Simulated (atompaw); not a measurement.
## Scattering properties, PAW (atompaw) potential for Mg (Z = 12)

- Element: Mg
- Generator: atompaw 4.2.0.5
- Type: PAW
- Functional: PBE
- Relativity: scalar-relativistic
- Frozen core: [He] 2s2
- Valence charge: 8
- Reference configuration: 2p6 3s2 3p0
- Partial waves: 3s (bound): rc 2.00 bohr; 3s channel at 0.95 Ry: rc 2.00 bohr; 2p (bound): rc 0.70 bohr; 3p (bound, empty): rc 2.00 bohr
- Local potential: bessel scheme, radius 1.60 bohr
- Core correction: smooth core density matched at 1.85 bohr
- Augmentation charge: besselshape compensation charge, radius 1.80 bohr; PAW radius 2.00 bohr; waves and projectors: custom rrkj gramschmidtortho

The phase is arctan(r·u′/u) with u = r·R(r), unwrapped; energies in Ry, scanned from -5 to 5 Ry. A pole is an energy at which the radial function vanishes at the test radius. The pseudo phase is shifted by a multiple of π to meet the all-electron one at the reference energy, and phase errors are pseudo minus all-electron; the curves can meet again beyond the range given. Levels narrower than the energy grid can be missing from the lists of poles.

Task: For each channel, where are the poles, and over which energies does the pseudopotential scatter like the atom?

Result:

```
channel  radius (bohr)  reference energy (Ry)  poles, all-electron  poles, pseudo  unbroken range about the reference energy with phases within 0.05 rad  phase error 1 Ry above the reference energy (rad)
      s           2.01                  -0.35                 4.00           3.37                                                              below 3.4                                             -0.000
      p           2.01                  -0.10          -3.35, 4.73    -3.35, 4.13                                                              below 4.3                                             -0.020
```

Phases in the s channel:

```tsv
E (Ry)	all-electron	pseudo
-5.00	1.348	1.331
-4.76	1.337	1.324
-4.52	1.327	1.316
-4.28	1.317	1.308
-4.04	1.306	1.299
-3.80	1.295	1.289
-3.56	1.282	1.277
-3.32	1.269	1.265
-3.08	1.254	1.250
-2.84	1.237	1.234
-2.60	1.218	1.216
-2.36	1.196	1.194
-2.12	1.170	1.169
-1.88	1.139	1.138
-1.64	1.102	1.101
-1.40	1.056	1.055
-1.16	0.998	0.997
-0.92	0.922	0.922
-0.68	0.820	0.820
-0.44	0.680	0.680
-0.20	0.484	0.484
0.04	0.215	0.215
0.28	-0.116	-0.116
0.52	-0.452	-0.452
0.76	-0.730	-0.730
1.00	-0.935	-0.935
1.24	-1.082	-1.082
1.48	-1.188	-1.189
1.72	-1.268	-1.269
1.96	-1.329	-1.331
2.20	-1.377	-1.381
2.44	-1.417	-1.423
2.68	-1.450	-1.460
2.92	-1.478	-1.494
3.16	-1.503	-1.531
3.40	-1.525	-1.580
3.64	-1.544	-1.712
3.88	-1.562	-4.298
4.12	-1.579	-4.594
4.36	-1.594	-4.649
4.60	-1.609	-4.678
4.84	-1.623	-4.699
```
